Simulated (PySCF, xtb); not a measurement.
boroxine (B₃H₃O₃), SMILES O1BOBOB1.

GFN2-xTB run with xtb at its own geometry gives an orbital gap of 5.69 eV and a dipole moment of 0.00 D.

The structure is a stationary point at ωB97X-D3(BJ)/def2-SVP.

Problem. What does PBE/def2-TZVP (PySCF) give? (The exact figures need the calculation; the answer reports its results.)

Solution. gap 6.32 eV (levels -8.01 and -1.69 eV), dipole 0.00 D.
